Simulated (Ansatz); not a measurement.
Frontier orbitals of F₂H₂OSeZr (`[OH][Zr]([F])([F])[SeH]`).

Total charge 0; spin multiplicity 1. Correlated methods include outer-core shells of Se, Zr, which these sets cover unevenly. Scalar relativity is left out up to krypton. Zr: def2 effective core potential. The geometry is a stationary point of PBE0-D4/def2-TZVP. It is one conformer, not always the lowest. Basis def2-TZVPP, Ansatz.

```json
{"functional": "PBE", "HOMO (eV)": "-6.16", "LUMO (eV)": "-2.25", "gap (eV)": "3.91"}
{"functional": "B97M-V", "HOMO (eV)": "-6.46", "LUMO (eV)": "-2.07", "gap (eV)": "4.39"}
{"functional": "PBE0", "HOMO (eV)": "-7.31", "LUMO (eV)": "-1.42", "gap (eV)": "5.89"}
{"functional": "r2SCANh", "HOMO (eV)": "-6.86", "LUMO (eV)": "-1.77", "gap (eV)": "5.09"}
{"functional": "r2SCAN0", "HOMO (eV)": "-7.50", "LUMO (eV)": "-1.31", "gap (eV)": "6.19"}
{"functional": "LC-ωPBE", "HOMO (eV)": "-9.86", "LUMO (eV)": "0.85", "gap (eV)": "10.71"}
{"functional": "ωB97X-V", "HOMO (eV)": "-9.53", "LUMO (eV)": "0.70", "gap (eV)": "10.23"}
{"functional": "ωB97M-V", "HOMO (eV)": "-9.40", "LUMO (eV)": "0.34", "gap (eV)": "9.74"}
```

From PBE to PBE0 the HOMO moves by −1.15 eV and the LUMO by +0.83 eV, and with ωB97M-V by −3.24 and +2.59 eV, so the gap grows from 3.91 to 9.74 eV with exact exchange. A positive LUMO is unbound and depends on the basis.

LC-ωPBE has ω = 0.4 bohr⁻¹.
